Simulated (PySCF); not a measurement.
## Si (silicon, neutral) across methods

[Ne] 3s2 3p1 3d1, one real determinant (an excited configuration). Calculation: PySCF 2.14, in aug-cc-pCVQZ-DK (10s9p7d5f3g, 134 functions); scalar relativity by spin-free X2C-1e.

| method | E (hartree) | mean ε 3s β (eV) | mean ε 3p α (eV) | mean ε 3d α (eV) | Σ⟨r²⟩ (bohr²) | ⟨S²⟩ |
| --- | --- | --- | --- | --- | --- | --- |
| r2SCAN0 | -289.7166 | -14.172 | -8.391 | -0.639 | 53.06 | 2.009 |
| TPSS | -289.7790 | -12.930 | -7.270 | -0.385 | 52.97 | 2.005 |
| M06 | -289.7501 | -14.082 | -7.797 | -0.556 | 53.91 | 2.002 |
| PBE0 | -289.6373 | -14.073 | -8.171 | -0.732 | 53.33 | 2.005 |
| UHF | -289.22457 | -16.549 | -11.226 | -1.201 | 56.76 | 2.015 |
| PBE | -289.6218 | -12.894 | -6.998 | -0.442 | 52.58 | 2.003 |
| LDA | -288.5961 | -13.003 | -6.882 | -0.322 | 51.98 | 2.001 |

(1) Estimate the same row for r2SCAN.

⟨L²⟩ = 8.03 against 12 for a pure F term, so this real determinant mixes terms. The outer electron is Rydberg-like, and this basis confines it to a smaller radius and binds it less than a complete one would.

Results:

(1) E (hartree) = -289.7232; mean ε 3s β (eV) = -13.092; mean ε 3p α (eV) = -7.342; mean ε 3d α (eV) = -0.356; Σ⟨r²⟩ (bohr²) = 52.57; ⟨S²⟩ = 2.008.
